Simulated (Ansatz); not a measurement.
The same path of AlFH6O2Si (11 atoms, charge 0, multiplicity 1) was run 3 times with different band settings.

These are results of RKS B3LYP-D4/def2-SVP in Ansatz 0.2.0, not measurements.

Relaxed end points:

```xyz
11
Properties=species:S:1:pos:R:3
Al 0.014 0.612 0.131
O -0.322 0.762 1.988
Si -1.471 -0.511 2.508
H -2.868 -0.409 2.019
H -0.901 -1.865 2.698
H -1.559 0.038 3.913
H 1.549 0.464 -0.168
O -0.996 -0.832 0.407
H -1.669 -1.205 -0.171
F -0.803 1.844 -0.661
H -0.033 1.391 2.661
```

```xyz
11
Properties=species:S:1:pos:R:3
Al -0.053 0.671 0.116
O -0.060 0.474 1.999
Si -1.422 -0.578 2.497
H -1.220 -2.036 2.331
H -1.151 -0.349 3.966
H -2.795 -0.044 2.324
H 1.320 0.243 -0.514
O -1.358 -0.528 0.329
H -2.176 -0.624 -0.168
F -0.621 2.204 -0.259
H 0.478 0.856 2.704
```

Common settings: movable images 9; climbing image yes; optimiser quadratic models (default); force threshold 0.05 eV/Å; iteration limit 60; end points relaxed.

| run | spring | start path |
| --- | --- | --- |
| 1 | 5.0 eV/Å² | through a guess of the saddle point |
| 2 | 0.5 eV/Å² | through a guess of the saddle point |
| 3 | 5.0 eV/Å² | straight line |

Problem. What does each run give, and how far can it be trusted?

Solution. Run 1: converged after 16 iterations, highest image 0.224 eV above the first end. A vibrational analysis at the climbing image gives one clearly imaginary mode, 118i cm⁻¹: a first-order saddle point. Another band between the same ends, with other settings, climbed to 0.119 eV only, so this may not be the lowest route.
Run 2: converged after 20 iterations, highest image 0.224 eV above the first end. Another band between the same ends (9 images) ends at a top of the same energy, where a vibrational analysis finds 1 clearly imaginary mode. Another band between the same ends, with other settings, climbed to 0.119 eV only, so this may not be the lowest route.
Run 3: converged after 15 iterations, highest image 0.119 eV above the first end. The profile has 2 maxima (images 2, 7) with wells between them (image 4): this band takes more than one step, which may be the mechanism or a detour left from its start path. The order of the point at the top wasn't checked.
